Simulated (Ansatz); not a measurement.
A nudged elastic band was laid between two geometries of CH4AsNa (7 atoms, charge 0, multiplicity 1).

Level of theory: RKS B3LYP/def2-SVP (Ansatz 0.2.0).

```json
{"movable images": "7", "climbing image": "yes", "spring": "5.0 eV/Å²", "optimiser": "quadratic models (default)", "start path": "through a guess of the saddle point", "force threshold": "0.03 eV/Å", "iteration limit": "60", "end points": "relaxed"}
```

Initial state:

```xyz
7
Properties=species:S:1:pos:R:3
C -0.710 0.523 -0.190
As 0.988 0.151 0.841
Na 0.957 -2.613 0.860
H -0.683 1.556 -0.570
H -1.560 0.439 0.504
H -0.884 -0.155 -1.038
H 1.892 0.100 -0.407
```

Final state:

```xyz
7
Properties=species:S:1:pos:R:3
C -0.749 0.465 -0.190
As 0.684 -0.131 1.104
Na 1.338 -2.587 0.021
H -0.550 0.210 -1.240
H -0.872 1.557 -0.114
H -1.698 -0.005 0.110
H 1.848 0.492 0.308
```

**Question.** Which bonds break or form, and what moves?

**Answer.** No bond is made or broken. The dihedral H4–C1–As2–Na3 goes from -162 to -39°. The two ends are copies of one structure, up to a mirror image or an exchange of like atoms.

**Question.** Give the energies along the band, and the barrier.

**Answer.** The run converged. The highest image is number 4 of 0 to 8, 0.048 eV above the ends, which have the same energy within 2 meV. A vibrational analysis at the climbing image gives one clearly imaginary mode, 147i cm⁻¹: a first-order saddle point.

```json
{"image": "0", "path coordinate (Å)": "0.00", "energy (eV)": "0.000", "dihedral H4–C1–As2–Na3 (°)": "-162"}
{"image": "1", "path coordinate (Å)": "0.39", "energy (eV)": "0.007", "dihedral H4–C1–As2–Na3 (°)": "-146"}
{"image": "2", "path coordinate (Å)": "0.79", "energy (eV)": "0.023", "dihedral H4–C1–As2–Na3 (°)": "-130"}
{"image": "3", "path coordinate (Å)": "1.18", "energy (eV)": "0.040", "dihedral H4–C1–As2–Na3 (°)": "-115"}
{"image": "4", "path coordinate (Å)": "1.57", "energy (eV)": "0.048", "dihedral H4–C1–As2–Na3 (°)": "-99"}
{"image": "5", "path coordinate (Å)": "1.95", "energy (eV)": "0.040", "dihedral H4–C1–As2–Na3 (°)": "-84"}
{"image": "6", "path coordinate (Å)": "2.32", "energy (eV)": "0.023", "dihedral H4–C1–As2–Na3 (°)": "-69"}
{"image": "7", "path coordinate (Å)": "2.70", "energy (eV)": "0.006", "dihedral H4–C1–As2–Na3 (°)": "-54"}
{"image": "8", "path coordinate (Å)": "3.08", "energy (eV)": "0.000", "dihedral H4–C1–As2–Na3 (°)": "-39"}
```

**Question.** What is the geometry of the highest image?

**Answer.** 
```xyz
7
Properties=species:S:1:pos:R:3
C -0.750 0.489 -0.180
As 0.816 0.015 1.023
Na 1.189 -2.644 0.378
H -0.395 1.001 -1.085
H -1.402 1.181 0.374
H -1.358 -0.375 -0.485
H 1.900 0.334 -0.025
```

**Question.** What are the harmonic wavenumbers there?

**Answer.** 147i, 99, 222, 333, 535, 699, 829, 890, 1255, 1442, 1456, 2102, 3039, 3125, 3146 cm⁻¹.

The run took 3.9 min on 1 thread of Intel(R) Xeon(R) Processor @ 2.70GHz (shared host), peak memory 0.18 GiB.
